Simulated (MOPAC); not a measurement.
MOPAC input (PM7):

```
PM7 1SCF CHARGE=1 GEO-OK AUX(PRECISION=9) THREADS=1
H6BO3Si

O     1.79692000 1    0.46548400 1   -1.30187600 1
B     1.01581700 1    0.27566100 1   -0.24056000 1
O     1.13787500 1    0.34305000 1    1.08655800 1
O    -0.34277200 1   -0.11061700 1   -0.61530900 1
Si   -1.72243700 1   -0.46494200 1    0.50580000 1
H     2.71927100 1    0.72392300 1   -1.19813300 1
H     1.97687800 1    0.58601000 1    1.49257300 1
H    -0.48625200 1   -0.17463700 1   -1.57396700 1
H    -2.75803000 1   -0.77720900 1   -0.48519600 1
H    -1.24494100 1   -1.60073100 1    1.29587800 1
H    -1.90807300 1    0.79019800 1    1.23546100 1
```

From the output:

```
                                                       MOPAC v23.2.5 Linux

          FINAL HEAT OF FORMATION =        -62.63767 KCAL/MOL =    -262.07600 KJ/MOL

          COSMO AREA              =        130.30 SQUARE ANGSTROMS
          COSMO VOLUME            =        119.04 CUBIC ANGSTROMS

          IONIZATION POTENTIAL    =         16.866659 EV
          HOMO LUMO ENERGIES (EV) =        -16.867 -5.365
          NO. OF FILLED LEVELS    =         15
          MOLECULAR WEIGHT        =         92.9411         POINT GROUP:  Cs

          MOLECULAR DIMENSIONS (Angstroms)

            Atom       Atom       Distance
            H     9    H     6     5.72385
            H     8    H     7     3.36460
            H    11    H    10     2.48192

          SCF CALCULATIONS        =          1

   ATOM   CHEMICAL          X               Y               Z
  NUMBER   SYMBOL      (ANGSTROMS)     (ANGSTROMS)     (ANGSTROMS)

     1       O          1.79692000  *   0.46548400  *  -1.30187600  *
     2       B          1.01581700  *   0.27566100  *  -0.24056000  *
     3       O          1.13787500  *   0.34305000  *   1.08655800  *
     4       O         -0.34277200  *  -0.11061700  *  -0.61530900  *
     5      Si         -1.72243700  *  -0.46494200  *   0.50580000  *
     6       H          2.71927100  *   0.72392300  *  -1.19813300  *
     7       H          1.97687800  *   0.58601000  *   1.49257300  *
     8       H         -0.48625200  *  -0.17463700  *  -1.57396700  *
     9       H         -2.75803000  *  -0.77720900  *  -0.48519600  *
    10       H         -1.24494100  *  -1.60073100  *   1.29587800  *
    11       H         -1.90807300  *   0.79019800  *   1.23546100  *

                             CARTESIAN COORDINATES

   1    O        1.796920000     0.465484000    -1.301876000
   2    B        1.015817000     0.275661000    -0.240560000
   3    O        1.137875000     0.343050000     1.086558000
   4    O       -0.342772000    -0.110617000    -0.615309000
   5   Si       -1.722437000    -0.464942000     0.505800000
   6    H        2.719271000     0.723923000    -1.198133000
   7    H        1.976878000     0.586010000     1.492573000
   8    H       -0.486252000    -0.174637000    -1.573967000
   9    H       -2.758030000    -0.777209000    -0.485196000
  10    H       -1.244941000    -1.600731000     1.295878000
  11    H       -1.908073000     0.790198000     1.235461000

           Empirical Formula: H6 O3 B Si  =    11 atoms

      MOLECULAR POINT GROUP   :   Cs

                  EIGENVALUES
 -36.26582 -34.69029 -34.30699 -25.16361 -24.58937 -22.66735 -22.06103 -20.56222
 -20.51523 -19.41537 -18.35817 -17.56104 -17.26582 -17.23829 -16.86666  -5.36530
  -4.60493  -2.98319  -2.26024  -2.04728  -1.99768  -1.79497  -0.22728   1.24727
   1.42082   2.31850  16.65825  16.78877  17.17787  17.36947  18.00195

              NET ATOMIC CHARGES AND DIPOLE CONTRIBUTIONS

  ATOM NO.   TYPE          CHARGE      No. of ELECS.   s-Pop       p-Pop       d-Pop
    1          O          -0.542766        6.5428     1.73551     4.80726
    2          B           0.789786        2.2102     0.60784     1.60237
    3          O          -0.545350        6.5453     1.73412     4.81123
    4          O          -0.540799        6.5408     1.64611     4.89469
    5         Si           0.339922        3.6601     0.99395     2.51223     0.15391
    6          H           0.396245        0.6038     0.60376
    7          H           0.393816        0.6062     0.60618
    8          H           0.435284        0.5647     0.56472
    9          H           0.085440        0.9146     0.91456
   10          H           0.094211        0.9058     0.90579
   11          H           0.094211        0.9058     0.90579
 DIPOLE           X         Y         Z       TOTAL
 POINT-CHG.    -0.516    -0.135     0.305     0.615
 HYBRID         0.796     0.208    -0.508     0.967
 SUM            0.280     0.073    -0.203     0.353

          ATOMIC ORBITAL ELECTRON POPULATIONS

     Atom    s        px        py        pz      x^2-y^2     xz        z^2       yz        xy
    1  O   1.73551   1.41298   1.76748   1.62679
    2  B   0.60784   0.54085   0.46971   0.59181
    3  O   1.73412   1.53877   1.77840   1.49406
    4  O   1.64611   1.55623   1.88262   1.45584
    5 Si   0.99395   0.59887   1.07446   0.83889   0.03384   0.05323   0.01270   0.03446   0.01967
    6  H   0.60376
    7  H   0.60618
    8  H   0.56472
    9  H   0.91456
   10  H   0.90579
   11  H   0.90579

 **********************
 *                    *
 * JOB ENDED NORMALLY *
 *                    *
 **********************

 == MOPAC DONE ==
```

The dipole moment of an ion depends on the origin.

The geometry given is a B3LYP-D3(BJ)/def2-TZVP minimum.
